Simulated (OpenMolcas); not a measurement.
A run on Nb2+ among 6 point charges of -1.7 e arranged as a trigonal antiprism (D3d), 2.14 Å from the ion, with a polar angle of 50.4° against the regular 54.74°. The active orbitals were held to one l.
```
   0.0000    1.6479    1.3653  -1.70
  -1.4271   -0.8239    1.3653  -1.70
   1.4271   -0.8239    1.3653  -1.70
   0.0000   -1.6479   -1.3653  -1.70
   1.4271    0.8239   -1.3653  -1.70
  -1.4271    0.8239   -1.3653  -1.70
```

```json
{
  "Program": "OpenMolcas 26.06",
  "Method": "CASSCF",
  "Basis": "ANO-RCC-VDZP [6s5p3d1f]",
  "Scalar Hamiltonian": "DKH2, point nucleus",
  "Active space": "3 electrons in 5 orbitals (4d)",
  "State averaging": "2S+1 = 4 even, 10 roots; 2S+1 = 2 even, 40 roots",
  "Spin-orbit coupling": "RASSI with atomic mean-field integrals over the reference wave functions"
}
```

43 basis functions. Blocks (2S+1, parity, CSFs, roots kept): 4, even, 10, 10; 2, even, 40, 40.

**Question.** How long do the RASSCF and RASSI steps take on 1 thread of Arm Neoverse V2, on a shared host?

**Answer.** About 8.1 s of wall time, without the integral step.
